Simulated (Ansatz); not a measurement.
Task: Name a neutral molecule of Al, O, S, Si and H with HOMO energy (ωB97M-V/def2-TZVPP) between -10.15 and -9.85 eV and HOMO–LUMO gap (PBE0/def2-TZVPP) between 6.95 and 7.25 eV (Ansatz, PBE0-D4/def2-TZVP geometry).

Result: `[OH][Al]([SH])[O][SiH3]` (-10.03 eV, 7.15 eV). Other molecules can fit too; these were computed, each in one conformer that needn't be the lowest.
